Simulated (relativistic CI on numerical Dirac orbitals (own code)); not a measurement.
# Mo2+: L-alpha,beta X-ray emission

Computed with this model: Dirac-Coulomb-Breit CI, orbitals from a KLI potential per configuration, QED by a radiative potential, valence Slater integrals scaled by 0.9, multiplet model of X-ray emission after core ionisation; configurations [Kr] 4d4 → [He] 2s2 2p5 3s2 3p6 3d10 4s2 4p6 4d4 → [Ar] 3d9 4s2 4p6 4d4; 300 K; Lorentzian 2.8 eV and Gaussian 0.6 eV FWHM. Energies are those of the free ion, without screening or charge transfer. S is read from ⟨S²⟩ = S(S + 1).

Computed curve for free ion, scaled to 100 at the maximum (points under 2 are left out and the grid is thinned):

```json
{"Energy (eV)": "2281.8", "Intensity": "2.1"}
{"Energy (eV)": "2283.0", "Intensity": "2.9"}
{"Energy (eV)": "2283.8", "Intensity": "3.5"}
{"Energy (eV)": "2285.0", "Intensity": "4.2"}
{"Energy (eV)": "2286.2", "Intensity": "4.9"}
{"Energy (eV)": "2287.0", "Intensity": "5.6"}
{"Energy (eV)": "2288.2", "Intensity": "7.8"}
{"Energy (eV)": "2289.4", "Intensity": "12.5"}
{"Energy (eV)": "2290.2", "Intensity": "17.8"}
{"Energy (eV)": "2291.4", "Intensity": "29.2"}
{"Energy (eV)": "2292.6", "Intensity": "48.1"}
{"Energy (eV)": "2293.4", "Intensity": "72.8"}
{"Energy (eV)": "2294.6", "Intensity": "100.0"}
{"Energy (eV)": "2295.8", "Intensity": "59.0"}
{"Energy (eV)": "2296.6", "Intensity": "34.5"}
{"Energy (eV)": "2297.8", "Intensity": "17.1"}
{"Energy (eV)": "2299.0", "Intensity": "9.9"}
{"Energy (eV)": "2299.8", "Intensity": "7.3"}
{"Energy (eV)": "2301.0", "Intensity": "5.0"}
{"Energy (eV)": "2302.2", "Intensity": "3.6"}
{"Energy (eV)": "2303.0", "Intensity": "3.0"}
{"Energy (eV)": "2304.2", "Intensity": "2.3"}
{"Energy (eV)": "2386.2", "Intensity": "2.1"}
{"Energy (eV)": "2387.0", "Intensity": "2.9"}
{"Energy (eV)": "2388.2", "Intensity": "4.7"}
{"Energy (eV)": "2389.4", "Intensity": "5.8"}
{"Energy (eV)": "2390.2", "Intensity": "6.3"}
{"Energy (eV)": "2391.4", "Intensity": "6.8"}
{"Energy (eV)": "2392.6", "Intensity": "8.7"}
{"Energy (eV)": "2393.4", "Intensity": "11.9"}
{"Energy (eV)": "2394.6", "Intensity": "22.2"}
{"Energy (eV)": "2395.8", "Intensity": "40.3"}
{"Energy (eV)": "2396.6", "Intensity": "47.3"}
{"Energy (eV)": "2397.8", "Intensity": "32.8"}
{"Energy (eV)": "2399.0", "Intensity": "16.3"}
{"Energy (eV)": "2399.8", "Intensity": "10.7"}
{"Energy (eV)": "2401.0", "Intensity": "6.1"}
{"Energy (eV)": "2402.2", "Intensity": "3.7"}
{"Energy (eV)": "2403.0", "Intensity": "2.8"}
{"Energy (eV)": "2404.2", "Intensity": "2.0"}
```

The ground state has S = 1.99, and the centroid lies at 2328.75 eV.
